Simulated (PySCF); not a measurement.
C4H8BN, SMILES C1CB(CC=1)N. Heavy atoms are numbered as in [NH2:1][B:2]1[CH2:3][CH:4]=[CH:5][CH2:6]1. Hydrogens are named by the atom that carries them.

The structure is a stationary point at PBE0-D3(BJ)/def2-SVP. This is a generated structure with no PubChem entry under its InChIKey; it may be hypothetical. The values are those of a single conformer.

Level of theory: PBE0/pcSseg-1 in PySCF.

GIAO shieldings, no solvent; atoms alike by connectivity are averaged. δ = σ(ref) − σ: ¹⁵N against NH3 (σ = 267.4 ppm); ¹¹B against BF3 (σ = 88.8 ppm); ¹³C against TMS (σ = 186.3 ppm); ¹H against TMS (σ = 31.56 ppm), references at their B3LYP-D3(BJ)/def2-TZVP geometries, non-relativistic.

Computed chemical shifts:
| nucleus | atoms | count | δ (ppm) |
|---|---|---|---|
| ¹⁵N | N1 (NH2) | 1 | 100.8 |
| ¹¹B | B2 | 1 | 40.7 |
| ¹³C | C4 (CH) | 2 | 144.6 |
| ¹³C | C3 (CH2) | 2 | 26.7 |
| ¹H | H on C4 | 2 | 6.33 |
| ¹H | H on N1 | 2 | 4.13 |
| ¹H | H on C3 | 4 | 1.89 |
